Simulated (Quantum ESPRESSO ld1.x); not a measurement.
Input (ld1.x (Quantum ESPRESSO 7.5)):

```
 &input
    atom='Dy',
    iswitch=1,
    rel=1,
    dft='PBESOL',
    config='[Ar] 3d10 4s1.625 4p6 4d10 4f10 5s2 5p6 6s2',
    verbosity='high',
    prefix='ld1',
    max_out_wfc=37,
    file_charge='ld1.rho',
 /
```

Standard output:

```
     Program LD1 v.7.5 starts

     --------------------------- All-electron run ----------------------------

     scalar relativistic calculation

     atomic number is 66.00
     dft =PBESOL   lsd =0 sic =0 latt =0  beta=0.20 tr2=1.0E-14
     Exchange-correlation= PBESOL
                           (   1   4  10   8   0   0   0)
     mesh =2101 r(mesh) = 100.51885 a.u. xmin = -8.00 dx = 0.00800
     1 Ry =  13.60569312 eV, c = 137.03599908

     n l     nl                  e(Ry)          e(Ha)          e(eV)
     1 0     1S 1( 2.00)   -3943.256115799   -1971.628057899 -53650.7326169
     2 0     2S 1( 2.00)    -657.167089101    -328.583544551  -8941.2137448
     2 1     2P 1( 6.00)    -583.215143674    -291.607571837  -7935.0462695
     3 0     3S 1( 2.00)    -146.664541612     -73.332270806  -1995.4727452
     3 1     3P 1( 6.00)    -123.965771054     -61.982885527  -1686.6402387
     3 2     3D 1(10.00)     -94.779961266     -47.389980633  -1289.5470672
     4 0     4S 1( 1.62)     -29.356350257     -14.678175128   -399.4134928
     4 1     4P 1( 6.00)     -21.875699356     -10.937849678   -297.6340523
     4 2     4D 1(10.00)     -11.692544962      -5.846272481   -159.0851786
     4 3     4F 1(10.00)      -0.640679796      -0.320339898     -8.7168927
     5 0     5S 1( 2.00)      -3.926242199      -1.963121100    -53.4192465
     5 1     5P 1( 6.00)      -2.167045314      -1.083522657    -29.4841535
     6 0     6S 1( 2.00)      -0.446892411      -0.223446205     -6.0802810

     final scf error:  3.5E-15 reached in  32 iterations

     Etot =  -24295.577763 Ry,  -12147.788881 Ha, -330558.175285 eV

     Ekin =   26211.441849 Ry,   13105.720925 Ha,  356624.834115 eV
     Encl =  -59439.972439 Ry,  -29719.986219 Ha, -808722.024240 eV
     Eh   =    9450.113909 Ry,    4725.056954 Ha,  128575.349821 eV
     Exc  =    -517.161082 Ry,    -258.580541 Ha,   -7036.334981 eV

     normalization and overlap integrals

     s(1S/1S) =  1.000000  <r> =   0.0211  <r2> =    0.0006  r(max) =   0.0133
     s(1S/2S) = -0.024591
     s(1S/3S) = -0.010685
     s(1S/4S) = -0.005158
     s(1S/5S) = -0.002084
     s(1S/6S) = -0.000633
     s(2S/2S) =  1.000000  <r> =   0.0898  <r2> =    0.0095  r(max) =   0.0763
     s(2S/3S) = -0.006733
     s(2S/4S) = -0.003108
     s(2S/5S) = -0.001245
     s(2S/6S) = -0.000378
     s(2P/2P) =  1.000000  <r> =   0.0795  <r2> =    0.0077  r(max) =   0.0619
     s(2P/3P) = -0.005404
     s(2P/4P) = -0.002357
     s(2P/5P) = -0.000833
     s(3S/3S) =  1.000000  <r> =   0.2346  <r2> =    0.0629  r(max) =   0.2157
     s(3S/4S) = -0.002205
     s(3S/5S) = -0.000856
     s(3S/6S) = -0.000259
     s(3P/3P) =  1.000000  <r> =   0.2334  <r2> =    0.0632  r(max) =   0.2123
     s(3P/4P) = -0.001875
     s(3P/5P) = -0.000644
     s(3D/3D) =  1.000000  <r> =   0.2121  <r2> =    0.0528  r(max) =   0.1724
     s(3D/4D) = -0.001349
     s(4S/4S) =  1.000000  <r> =   0.5296  <r2> =    0.3166  r(max) =   0.4958
     s(4S/5S) = -0.000583
     s(4S/6S) = -0.000174
     s(4P/4P) =  1.000000  <r> =   0.5611  <r2> =    0.3582  r(max) =   0.5160
     s(4P/5P) = -0.000443
     s(4D/4D) =  1.000000  <r> =   0.6084  <r2> =    0.4297  r(max) =   0.5328
     s(4F/4F) =  1.000000  <r> =   0.8417  <r2> =    0.9558  r(max) =   0.5371
     s(5S/5S) =  1.000000  <r> =   1.2916  <r2> =    1.8789  r(max) =   1.1484
     s(5S/6S) = -0.000091
     s(5P/5P) =  1.000000  <r> =   1.5266  <r2> =    2.6544  r(max) =   1.3157
     s(6S/6S) =  1.000000  <r> =   3.8046  <r2> =   16.3582  r(max) =   3.3014

     ------------------------ End of All-electron run ------------------------
```

Run on one thread of a shared host, so times are rough (Intel(R) Xeon(R) Processor @ 2.60GHz): 0.68 s of CPU time, 0.7 s wall, 32 iterations on 2101 mesh points.
